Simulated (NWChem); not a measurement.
System: SiNH$_{3}$, singlet; SMILES N[SiH]

Here is an NWChem input.

```
start job
memory heap 200 mb stack 900 mb global 1100 mb
geometry units angstroms noautosym nocenter noautoz
  Si     0.116148    -0.687165     0.000000
  H     -1.409970    -0.886398     0.000000
  N      0.016964     1.028371     0.000000
  H     -0.830296     1.587874     0.000000
  H      0.849250     1.609980     0.000000
end
basis spherical
  * library pcsseg-1
end
dft
  xc bhlyp
  iterations 150
end
property
  shielding
  efieldgrad
end
task dft property
```

Output (shortened):

```
             Northwest Computational Chemistry Package (NWChem) 7.3.0
             --------------------------------------------------------

                             Geometry "geometry" -> ""
                             -------------------------

 Output coordinates in angstroms (scale by  1.889725989 to convert to a.u.)

  No.       Tag          Charge          X              Y              Z
 ---- ---------------- ---------- -------------- -------------- --------------
    1 Si                  14.0000     0.11614800    -0.68716500     0.00000000
    2 H                    1.0000    -1.40997000    -0.88639800     0.00000000
    3 N                    7.0000     0.01696400     1.02837100     0.00000000
    4 H                    1.0000    -0.83029600     1.58787400     0.00000000
    5 H                    1.0000     0.84925000     1.60998000     0.00000000

 Effective nuclear repulsion energy (a.u.)      50.5996551834

                              NWChem Property Module
                              ----------------------

  itol2e modified to match energy
  convergence criterion.

                                 NWChem DFT Module
                                 -----------------

 Summary of "ao basis" -> "ao basis" (spherical)
 ------------------------------------------------------------------------------
       Tag                 Description            Shells   Functions and Types
 ---------------- ------------------------------  ------  ---------------------
 Si                         pcsseg-1                10       24   4s5p1d
 H                          pcsseg-1                 3        5   2s1p
 N                          pcsseg-1                 7       17   3s3p1d

  itol2e modified to match energy
  convergence criterion.

            General Information
            -------------------
          SCF calculation type: DFT
          Wavefunction type:  closed shell.
          No. of atoms     :     5
          No. of electrons :    24
           Alpha electrons :    12
            Beta electrons :    12
          Charge           :     0
          Spin multiplicity:     1
          Use of symmetry is: off; symmetry adaption is: off
          Maximum number of iterations: 150
          AO basis - number of functions:    56
                     number of shells:    26
          Convergence on energy requested:  1.00D-07
          Convergence on density requested:  1.00D-05
          Convergence on gradient requested:  5.00D-04

              XC Information
              --------------
                        BHLYP Method XC Functional
                     Hartree-Fock (Exact) Exchange  0.500
                        Slater Exchange Functional  0.500 local
                    Becke 1988 Exchange Functional  0.500 non-local
              Lee-Yang-Parr Correlation Functional  1.000

             Grid Information
             ----------------
          Grid used for XC integration:  fine
          Radial quadrature: Mura-Knowles
          Angular quadrature: Lebedev.
          Tag              B.-S. Rad. Rad. Pts. Rad. Cut. Ang. Pts.
          ---              ---------- --------- --------- ---------
          Si                  1.10      123           9.0       770
          H                   0.35       60          10.0       590
          N                   0.65       70           8.0       590
          Grid pruning is: on
          Number of quadrature shells:   373
          Spatial weights used:  Erf1

      Superposition of Atomic Density Guess
      -------------------------------------

 Sum of atomic energies:        -344.59411203

      Non-variational initial energy
      ------------------------------

 Total energy =    -345.178230
 1-e energy   =    -575.628172
 2-e energy   =     179.850287
 HOMO         =      -0.234079
 LUMO         =      -0.044912

   convergence    iter        energy       DeltaE   RMS-Dens  Diis-err
 ---------------- ----- ----------------- --------- --------- ---------
 d= 0,ls=0.0,diis     1   -345.9457884459 -3.97D+02  7.95D-03  2.88D-01
 d= 0,ls=0.0,diis     2   -345.9555170077 -9.73D-03  3.98D-03  1.64D-01
 d= 0,ls=0.0,diis     3   -345.9713882478 -1.59D-02  1.11D-03  2.07D-02
 d= 0,ls=0.0,diis     4   -345.9735971253 -2.21D-03  1.50D-04  5.13D-05
 d= 0,ls=0.0,diis     5   -345.9736036663 -6.54D-06  4.39D-05  2.23D-06
 d= 0,ls=0.0,diis     6   -345.9736040242 -3.58D-07  7.94D-06  9.18D-08
 d= 0,ls=0.0,diis     7   -345.9736040426 -1.84D-08  2.68D-06  4.26D-09

         Total DFT energy =     -345.973604042630
      One electron energy =     -577.802582043285
           Coulomb energy =      210.102547315161
    Exchange-Corr. energy =      -28.873224497859
 Nuclear repulsion energy =       50.599655183354

 Numeric. integr. density =       23.999999571846

                       DFT Final Molecular Orbital Analysis
                       ------------------------------------

[...]

          -----------------------------------------
          Chemical Shielding Tensors (GIAO, in ppm)
          -----------------------------------------

                                NWChem CPHF Module
                                ------------------

  scftype          =     RHF
  nclosed          =       12
  nopen            =        0
  variables        =      528
  # of vectors     =        3
  tolerance        = 0.10D-03
  level shift      = 0.00D+00
  max iterations   =       50
  max subspace     =       30

 SCF residual:    3.5188866042949258E-005

Iterative solution of linear equations
  No. of variables      528
  No. of equations        3
  Maximum subspace       30
        Iterations       50
       Convergence  1.0D-04

   iter   nsub   residual    time
   ----  ------  --------  ---------
     1      3    1.46D+00       6.8
     2      6    1.13D-01       7.7
     3      9    1.16D-02       8.8
     4     12    1.50D-03       9.8
     5     15    9.11D-05      10.9

      Atom:    1  Si
        Diamagnetic
    874.4314      1.0510     -0.0000
      1.0510    879.2298     -0.0000
     -0.0000     -0.0000    875.6535

        Paramagnetic
   -798.9705   -353.0278      0.0000
   -353.0278  -1216.7863      0.0000
      0.0000      0.0000   -518.4003

        Total Shielding Tensor
     75.4609   -351.9767      0.0000
   -351.9767   -337.5565      0.0000
      0.0000      0.0000    357.2532

           isotropic =      31.7192
          anisotropy =    -856.2782

          Principal Components and Axis System
                 1           2           3
             -539.1329    357.2532    277.0373

      1         0.4970     -0.0000      0.8678
      2         0.8678      0.0000     -0.4970
      3        -0.0000      1.0000      0.0000

      Atom:    2  H
        Diamagnetic
     36.4082      3.5830      0.0000
      3.5830     27.3620     -0.0000
      0.0000     -0.0000     24.4066

        Paramagnetic
     -8.6855     -4.9512      0.0000
     -4.9512     -6.2648     -0.0000
      0.0000     -0.0000     -1.1064

        Total Shielding Tensor
     27.7227     -1.3682      0.0000
     -1.3682     21.0972     -0.0000
      0.0000     -0.0000     23.3003

           isotropic =      24.0401
          anisotropy =       5.9311

          Principal Components and Axis System
                 1           2           3
               27.9941     23.3003     20.8258

      1         0.9809     -0.0000      0.1946
      2        -0.1946     -0.0000      0.9809
      3         0.0000      1.0000      0.0000

      Atom:    3  N
        Diamagnetic
    325.2994      0.2506     -0.0000
      0.2506    331.3974     -0.0000
     -0.0000     -0.0000    305.2335

        Paramagnetic
   -387.5210    -54.6980     -0.0000
    -54.6980   -185.7155      0.0000
     -0.0000      0.0000    -78.8077

        Total Shielding Tensor
    -62.2216    -54.4474     -0.0000
    -54.4474    145.6820      0.0000
     -0.0000      0.0000    226.4258

           isotropic =     103.2954
          anisotropy =     184.6956

          Principal Components and Axis System
                 1           2           3
              226.4258    159.0779    -75.6176

      1        -0.0000     -0.2389      0.9710
      2         0.0000      0.9710      0.2389
      3         1.0000     -0.0000      0.0000

      Atom:    4  H
        Diamagnetic
     37.3725     -8.4933     -0.0000
     -8.4933     33.2364     -0.0000
     -0.0000     -0.0000     22.3409

        Paramagnetic
    -11.6907      2.5879      0.0000
      2.5879     -3.0382      0.0000
      0.0000      0.0000     -1.1950

        Total Shielding Tensor
     25.6818     -5.9054      0.0000
     -5.9054     30.1982     -0.0000
      0.0000     -0.0000     21.1459

           isotropic =      25.6753
          anisotropy =      12.8808

          Principal Components and Axis System
                 1           2           3
               34.2625     21.6175     21.1459

      1        -0.5669      0.8238     -0.0000
      2         0.8238      0.5669     -0.0000
      3        -0.0000      0.0000      1.0000

      Atom:    5  H
        Diamagnetic
     37.3702      9.3512     -0.0000
      9.3512     33.8811     -0.0000
     -0.0000     -0.0000     23.1515

        Paramagnetic
    -12.0427     -7.0991      0.0000
     -7.0991     -5.2008      0.0000
      0.0000      0.0000      0.9077

        Total Shielding Tensor
     25.3276      2.2522     -0.0000
      2.2522     28.6803     -0.0000
     -0.0000     -0.0000     24.0592

           isotropic =      26.0224
          anisotropy =       5.6837

          Principal Components and Axis System
                 1           2           3
               29.8115     24.1964     24.0592

      1         0.4488      0.8936      0.0000
      2         0.8936     -0.4488     -0.0000
      3        -0.0000     -0.0000      1.0000
```

Level: BHandHLYP/pcSseg-1, GIAO. Low-valent species are run as closed-shell singlets; no triplet was tried in these runs. Structure relaxed at the PBE0/def2-SVP level. NWChem prints the field gradient with the sign opposite to the second derivative of the potential. The printed shielding anisotropy is the first printed principal value minus the mean of the other two.
